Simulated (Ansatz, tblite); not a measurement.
Removing an electron: BCl2(vinyl) (C2H3BCl2). The state is a singlet with charge 0. Geometry: PBE-D4/def2-SVP. Ansatz, gas phase; energy differences of separate SCF runs; the oxidised species was run as a doublet alone.

```tsv
atom	x (Å)	y (Å)	z (Å)
B1	0.341	-0.397	-1.121
Cl2	-0.001	-1.710	-2.250
Cl3	1.529	0.821	-1.600
C4	-0.391	-0.334	0.242
C5	-0.181	0.637	1.160
H6	-1.123	-1.128	0.473
H7	0.541	1.450	0.971
H8	-0.715	0.661	2.125
```

The xTB rows come from tblite. HOMO above LUMO, or a gap near zero within one spin, warns that the state may not be the lowest or that an electron is smeared out.

```tsv
level	−HOMO (eV)	vertical IE (eV)	−LUMO (eV)	HOMO–LUMO gap (eV)	remarks
GFN1-xTB	12.56	15.16	8.68	3.88	–
GFN2-xTB	11.59	14.36	8.31	3.28	–
PBE-D4/def2-TZVP	7.36	10.31	3.16	4.21	gap within one spin near zero (+1 doublet)
r2SCAN-D4/def2-TZVP	7.61	10.42	2.99	4.62	gap within one spin near zero (+1 doublet)
PBE0-D4/def2-TZVP	8.48	10.57	2.27	6.21	–
```

  Raw xTB energy differences between charge states are shifted by several eV; the methods need an empirical correction for them.
